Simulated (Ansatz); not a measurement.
`[F][GaH][Cl]` + `N=C=O` → `O=C=[N][GaH][Cl]` + H–F at 600 K and 1 bar (ligand exchange at a Ga–F bond).

Calculated with Ansatz (gas phase, PBE0-D4/def2-TZVP geometries, no zero-point term in ΔE). CBS: MP2 limit from def2 TZ/QZ plus the TZ coupled-cluster correction, frozen cores. This one scheme is used for every species. For Ga outer-core shells are correlated without core-valence functions, which leaves a few kJ/mol of doubt a bond. Scalar relativity is left out up to krypton. One conformer a species, not always the lowest.

```tsv
species	CCSD(T)/CBS energy (Eh)	H − E (kJ/mol)	S (J/(mol·K))
`[F][GaH][Cl]`	-2484.20089	60.4	341.3
`N=C=O`	-168.51995	83.3	274.5
`O=C=[N][GaH][Cl]`	-2552.32599	105.5	417.8
H–F	-100.39570	42.3	194.0
```

H − E and S are ideal-gas, rigid-rotor, harmonic terms from PBE0-D4/def2-TZVP, for one conformer and one mirror image of each species. 1 Eh = 2625.50 kJ/mol, R = 8.31446 J/(mol·K).

**Question.** By hand: ΔE, ΔH, ΔS and ΔG.

**Answer.** ΔE = (-2552.32599) + (-100.39570) − (-2484.20089) − (-168.51995) = -0.00085 Eh = -2.2 kJ/mol. Δ(H − E) = 105.5 + 42.3 − 60.4 − 83.3 = 4.1, so ΔH = 1.9 kJ/mol. ΔS = 417.8 + 194.0 − 341.3 − 274.5 = -4.0 J/(mol·K). ΔG = 1.9 − 600 × (-4.0)/1000 = 4.3 kJ/mol.

**Question.** By hand: the equilibrium constant, and the temperature at which ΔG would vanish if ΔH and ΔS stayed fixed.

**Answer.** log₁₀ K = −ΔG/(RT ln 10) = -0.4. ΔH and −TΔS have one sign here, so there is no such temperature.

TΔS isn't small against ΔH here. The sign of ΔG lies within the doubt. A doubt of 5 kJ/mol in ΔE shifts log₁₀ K by 0.4 here. Other conformers and mirror images would add mixing entropy, several J/(mol·K) or more a flexible species. Modes under 60 cm⁻¹, often nearly free rotors, make the harmonic entropy too high. These are equilibria of isolated gas molecules and say nothing of rates. Largest T1 diagnostic: 0.018 (customary marks: 0.02 for closed shells, 0.045 for open ones).

ΔS is within the doubt of such terms, so its sign, and with it that verdict, could turn.
